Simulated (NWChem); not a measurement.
System: C4H5Si, doublet; SMILES C1=C[SiH]C=C1

Input file for NWChem:

```
start job
memory heap 200 mb stack 900 mb global 1100 mb
geometry units angstroms
  C     -0.613477    -1.335189    -0.011453
  C      0.723767    -1.094180    -0.197005
  Si     0.966095     0.719384    -0.091105
  C     -0.816424     1.025183     0.205745
  C     -1.441843    -0.195303     0.205332
  H     -1.037328    -2.327933    -0.024902
  H      1.438504    -1.879947    -0.368355
  H      2.124118     1.581489    -0.200261
  H     -1.344671     1.949819     0.359504
  H     -2.504275    -0.309320     0.358983
end
basis spherical
  * library 6-31g*
end
dft
  odft
  mult 2
  xc b3lyp
  iterations 150
end
driver
  maxiter 120
end
task dft optimize
task dft freq
```

Output (shortened):

```
             Northwest Computational Chemistry Package (NWChem) 7.3.0
             --------------------------------------------------------

 C2V symmetry detected

                             Geometry "geometry" -> ""
                             -------------------------

 Output coordinates in angstroms (scale by  1.889725989 to convert to a.u.)

  No.       Tag          Charge          X              Y              Z
 ---- ---------------- ---------- -------------- -------------- --------------
    1 C                    6.0000     0.00000000    -0.71283344     1.26498454
    2 C                    6.0000     0.00000000    -1.32533914     0.03796680
    3 Si                  14.0000     0.00000000     0.00000000    -1.22791457
    4 C                    6.0000     0.00000000     1.32533914     0.03796680
    5 C                    6.0000     0.00000000     0.71283344     1.26498454
    6 H                    1.0000     0.00000000    -1.26234896     2.19417958
    7 H                    1.0000     0.00000000    -2.39493995    -0.07862282
    8 H                    1.0000     0.00000000     0.00000000    -2.67572578
    9 H                    1.0000     0.00000000     2.39493995    -0.07862282
   10 H                    1.0000     0.00000000     1.26234896     2.19417958

 Effective nuclear repulsion energy (a.u.)     193.1338557918

      Symmetry information
      --------------------

 Group name             C2v
 Group number             16
 Group order               4
 No. of unique centers     6

                                Z-matrix (autoz)
                                --------

 Units are Angstrom for bonds and degrees for angles

[...]

      ----------------------
      Optimization converged
      ----------------------

  Step       Energy      Delta E   Gmax     Grms     Xrms     Xmax
  ---- ---------------- -------- -------- -------- -------- --------
@    4    -444.83616009 -1.3D-06  0.00023  0.00005  0.00057  0.00162
                                     ok       ok       ok       ok

                                Z-matrix (autoz)
                                --------

 Units are Angstrom for bonds and degrees for angles

[...]

 Rotational Constants
 --------------------
 A=   0.231676 cm-1  (  0.333322 K)
 B=   0.182043 cm-1  (  0.261914 K)
 C=   0.101941 cm-1  (  0.146667 K)

 Temperature                      =   298.15K
 frequency scaling parameter      =   1.0000

 Zero-Point correction to Energy  =   45.160 kcal/mol  (  0.071967 au)
 Thermal correction to Energy     =   47.970 kcal/mol  (  0.076445 au)
 Thermal correction to Enthalpy   =   48.562 kcal/mol  (  0.077389 au)

 Total Entropy                    =   67.819 cal/mol-K
   - Translational                =   39.073 cal/mol-K (mol. weight =  81.0161)
   - Rotational                   =   24.044 cal/mol-K (symmetry #  =        2)
   - Vibrational                  =    4.702 cal/mol-K

 Cv (constant volume heat capacity) =   16.993 cal/mol-K
   - Translational                  =    2.979 cal/mol-K
   - Rotational                     =    2.979 cal/mol-K
   - Vibrational                    =   11.034 cal/mol-K

[normal modes left out]

 ----------------------------------------------------------------------------
 Normal Eigenvalue ||           Projected Infra Red Intensities
  Mode   [cm**-1]  || [atomic units] [(debye/angs)**2] [(KM/mol)] [arbitrary]
 ------ ---------- || -------------- ----------------- ---------- -----------
    1     -221.884 ||    0.000759           0.018         0.740       0.642
    2       -0.000 ||    0.000001           0.000         0.001       0.001
    3       -0.000 ||    0.000010           0.000         0.010       0.009
    4       -0.000 ||    0.000013           0.000         0.012       0.011
    5        0.000 ||    0.000002           0.000         0.001       0.001
    6        0.000 ||    0.000009           0.000         0.009       0.008
    7        0.000 ||    0.000003           0.000         0.003       0.002
    8      370.768 ||    0.006361           0.147         6.201       5.381
    9      463.914 ||    0.000000           0.000         0.000       0.000
   10      512.632 ||    0.018393           0.424        17.930      15.560
   11      626.493 ||    0.000258           0.006         0.251       0.218
   12      675.944 ||    0.076217           1.758        74.300      64.478
   13      676.487 ||    0.011502           0.265        11.212       9.730
   14      721.741 ||    0.000000           0.000         0.000       0.000
   15      805.031 ||    0.002843           0.066         2.771       2.405
   16      909.343 ||    0.034008           0.785        33.153      28.770
   17      913.995 ||    0.001536           0.035         1.497       1.299
   18      938.477 ||    0.000000           0.000         0.000       0.000
   19      975.271 ||    0.000654           0.015         0.638       0.554
   20     1112.219 ||    0.012075           0.279        11.772      10.215
   21     1112.479 ||    0.010355           0.239        10.094       8.760
   22     1285.628 ||    0.020306           0.468        19.796      17.179
   23     1357.206 ||    0.004108           0.095         4.005       3.475
   24     1461.589 ||    0.002919           0.067         2.845       2.469
   25     1533.504 ||    0.013767           0.318        13.421      11.646
   26     2292.866 ||    0.098615           2.275        96.135      83.426
   27     3172.579 ||    0.007151           0.165         6.971       6.049
   28     3188.140 ||    0.027021           0.623        26.341      22.859
   29     3249.080 ||    0.004059           0.094         3.957       3.434
   30     3249.713 ||    0.001677           0.039         1.635       1.419
 ----------------------------------------------------------------------------

 ===============================================================================
      Negative Nuclear Hessian Mode    1  Eigenvalue =   -221.88 cm**(-1)
 -------------------------------------------------------------------------------
   Raw step length:  0.455 angstroms ;  The Raw step for this mode is:
    1 C                    6.0000     0.00074168     0.00000003    -0.00000008
    2 C                    6.0000    -0.03282350    -0.00000000    -0.00000008
    3 Si                  14.0000     0.04185979    -0.00000007     0.00000010
    4 C                    6.0000    -0.03282359     0.00000004    -0.00000002
    5 C                    6.0000     0.00074172     0.00000004    -0.00000003
    6 H                    1.0000     0.03945743     0.00000000    -0.00000011
    7 H                    1.0000    -0.01487304     0.00000003    -0.00000025
    8 H                    1.0000    -0.44719887     0.00000049     0.00000007
    9 H                    1.0000    -0.01487286     0.00000006    -0.00000003
   10 H                    1.0000     0.03945785     0.00000002    -0.00000002

  Geometry after  100.0% step for mode  1; Step length =  0.455 angstroms
   Maximum component (any atom: x,y, or z) displacement:  0.845
    1 C                    6.0000     0.00074168    -0.73314413     1.24800046
    2 C                    6.0000    -0.03282350    -1.36317750     0.02751830
    3 Si                  14.0000     0.04185979    -0.00000007    -1.17188788
    4 C                    6.0000    -0.03282359     1.36317754     0.02751837
    5 C                    6.0000     0.00074172     0.73314421     1.24800051
    6 H                    1.0000     0.03945743    -1.27403702     2.19243914
    7 H                    1.0000    -0.01487304    -2.43942803    -0.08981991
    8 H                    1.0000    -0.44719887     0.00000049    -2.65101311
    9 H                    1.0000    -0.01487286     2.43942812    -0.08981969
   10 H                    1.0000     0.03945785     1.27403704     2.19243924

  Geometry after -100.0% step for mode  1; Step length =  0.455 angstroms
   Maximum component (any atom: x,y, or z) displacement:  0.845
    1 C                    6.0000    -0.00074168    -0.73314420     1.24800061
    2 C                    6.0000     0.03282350    -1.36317749     0.02751846
    3 Si                  14.0000    -0.04185979     0.00000007    -1.17188807
    4 C                    6.0000     0.03282359     1.36317745     0.02751840
    5 C                    6.0000    -0.00074172     0.73314412     1.24800056
    6 H                    1.0000    -0.03945743    -1.27403702     2.19243937
    7 H                    1.0000     0.01487304    -2.43942810    -0.08981941
    8 H                    1.0000     0.44719887    -0.00000049    -2.65101325
    9 H                    1.0000     0.01487286     2.43942801    -0.08981963
   10 H                    1.0000    -0.03945785     1.27403700     2.19243928

  Geometry after   50.0% step for mode  1; Step length =  0.228 angstroms
   Maximum component (any atom: x,y, or z) displacement:  0.423
    1 C                    6.0000     0.00037084    -0.73314415     1.24800050
    2 C                    6.0000    -0.01641175    -1.36317750     0.02751834
    3 Si                  14.0000     0.02092989    -0.00000003    -1.17188793
    4 C                    6.0000    -0.01641179     1.36317752     0.02751837
    5 C                    6.0000     0.00037086     0.73314419     1.24800052
    6 H                    1.0000     0.01972871    -1.27403702     2.19243920
    7 H                    1.0000    -0.00743652    -2.43942805    -0.08981979
    8 H                    1.0000    -0.22359944     0.00000024    -2.65101315
    9 H                    1.0000    -0.00743643     2.43942810    -0.08981967
   10 H                    1.0000     0.01972892     1.27403703     2.19243925

  Geometry after  -50.0% step for mode  1; Step length =  0.228 angstroms
   Maximum component (any atom: x,y, or z) displacement:  0.423
    1 C                    6.0000    -0.00037084    -0.73314418     1.24800057
    2 C                    6.0000     0.01641175    -1.36317749     0.02751842
    3 Si                  14.0000    -0.02092989     0.00000003    -1.17188803
    4 C                    6.0000     0.01641179     1.36317747     0.02751839
    5 C                    6.0000    -0.00037086     0.73314414     1.24800055
    6 H                    1.0000    -0.01972871    -1.27403702     2.19243931
    7 H                    1.0000     0.00743652    -2.43942808    -0.08981953
    8 H                    1.0000     0.22359944    -0.00000024    -2.65101322
    9 H                    1.0000     0.00743643     2.43942804    -0.08981964
   10 H                    1.0000    -0.01972892     1.27403701     2.19243927

  Geometry after   23.7% step for mode  1; Step length =  0.108 angstroms
   Maximum component (any atom: x,y, or z) displacement:  0.200
    1 C                    6.0000     0.00017553    -0.73314416     1.24800052
    2 C                    6.0000    -0.00776811    -1.36317750     0.02751836
    3 Si                  14.0000     0.00990666    -0.00000002    -1.17188795
    4 C                    6.0000    -0.00776813     1.36317751     0.02751838
    5 C                    6.0000     0.00017554     0.73314417     1.24800053
    6 H                    1.0000     0.00933811    -1.27403702     2.19243923
    7 H                    1.0000    -0.00351990    -2.43942806    -0.08981972
    8 H                    1.0000    -0.10583545     0.00000012    -2.65101317
    9 H                    1.0000    -0.00351986     2.43942808    -0.08981967
   10 H                    1.0000     0.00933821     1.27403702     2.19243925

  Geometry after  -23.7% step for mode  1; Step length =  0.108 angstroms
   Maximum component (any atom: x,y, or z) displacement:  0.200
    1 C                    6.0000    -0.00017553    -0.73314417     1.24800055
    2 C                    6.0000     0.00776811    -1.36317749     0.02751840
    3 Si                  14.0000    -0.00990666     0.00000002    -1.17188800
    4 C                    6.0000     0.00776813     1.36317748     0.02751839
    5 C                    6.0000    -0.00017554     0.73314415     1.24800054
    6 H                    1.0000    -0.00933811    -1.27403702     2.19243928
    7 H                    1.0000     0.00351990    -2.43942808    -0.08981960
    8 H                    1.0000     0.10583545    -0.00000012    -2.65101320
    9 H                    1.0000     0.00351986     2.43942805    -0.08981965
   10 H                    1.0000    -0.00933821     1.27403701     2.19243926

  Geometry after   11.8% step for mode  1; Step length =  0.054 angstroms
   Maximum component (any atom: x,y, or z) displacement:  0.100
    1 C                    6.0000     0.00008776    -0.73314416     1.24800053
    2 C                    6.0000    -0.00388405    -1.36317750     0.02751837
    3 Si                  14.0000     0.00495333    -0.00000001    -1.17188796
    4 C                    6.0000    -0.00388407     1.36317750     0.02751838
    5 C                    6.0000     0.00008777     0.73314417     1.24800053
    6 H                    1.0000     0.00466906    -1.27403702     2.19243924
    7 H                    1.0000    -0.00175995    -2.43942806    -0.08981969
    8 H                    1.0000    -0.05291772     0.00000006    -2.65101317
    9 H                    1.0000    -0.00175993     2.43942807    -0.08981966
   10 H                    1.0000     0.00466911     1.27403702     2.19243926

  Geometry after  -11.8% step for mode  1; Step length =  0.054 angstroms
   Maximum component (any atom: x,y, or z) displacement:  0.100
    1 C                    6.0000    -0.00008776    -0.73314417     1.24800054
    2 C                    6.0000     0.00388405    -1.36317749     0.02751839
    3 Si                  14.0000    -0.00495333     0.00000001    -1.17188799
    4 C                    6.0000     0.00388407     1.36317749     0.02751838
    5 C                    6.0000    -0.00008777     0.73314416     1.24800054
    6 H                    1.0000    -0.00466906    -1.27403702     2.19243927
    7 H                    1.0000     0.00175995    -2.43942807    -0.08981963
    8 H                    1.0000     0.05291772    -0.00000006    -2.65101319
    9 H                    1.0000     0.00175993     2.43942806    -0.08981966
   10 H                    1.0000    -0.00466911     1.27403702     2.19243926
```

Level: B3LYP/6-31G* (spherical d), spin-unrestricted. B3LYP is NWChem's, with the RPA form of VWN correlation. The optimisation ended at a saddle point (imaginary frequency).
